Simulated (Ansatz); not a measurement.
C₂H₈SeSi₂Zn, SMILES `[CH2]1[SiH2][SiH2][Se][CH2][Zn]1`, relaxed with RKS PBE0-D4/def2-TZVP in Ansatz 0.2.0 from a GFN2-xTB geometry. The force threshold is 0.005 eV/Å; the program also tests the step.

Total charge 0; spin multiplicity 1.

Start:

```xyz
14

C     1.377    0.756   -1.253
Si    1.146    1.134    0.584
Si   -0.999    0.545    1.299
Se   -2.286   -0.517   -0.284
C    -1.089   -2.030   -0.683
Zn    0.543   -1.097   -1.502
H     2.416    0.859   -1.558
H     0.789    1.441   -1.864
H     2.134    0.343    1.340
H     1.430    2.543    0.895
H    -1.002   -0.388    2.435
H    -1.895    1.644    1.653
H    -0.898   -2.541    0.262
H    -1.666   -2.693   -1.324
```

**Question.** How much energy does the relaxation release, and in how many steps? (An estimate is asked.)

**Answer.** Ansatz gave: 33.06 kJ/mol, in 21 steps, 1 of them rejected.

**Question.** Which bonds change most? (Estimate.)

**Answer.** Ansatz gave: C5–Zn6 from 2.051 to 1.935 Å; C1–Zn6 from 2.047 to 1.941 Å; Si2–Si3 from 2.337 to 2.382 Å.

**Question.** Give the relaxed structure. (Estimate.)

**Answer.** Computed: 
```xyz
14

C     1.407    0.694   -1.244
Si    1.135    1.211    0.533
Si   -0.989    0.509    1.352
Se   -2.312   -0.611   -0.160
C    -1.112   -2.086   -0.759
Zn    0.347   -0.932   -1.294
H     2.468    0.588   -1.471
H     0.962    1.415   -1.934
H     2.145    0.545    1.407
H     1.236    2.680    0.783
H    -0.809   -0.320    2.578
H    -1.849    1.670    1.710
H    -0.963   -2.787    0.059
H    -1.666   -2.575   -1.560
```
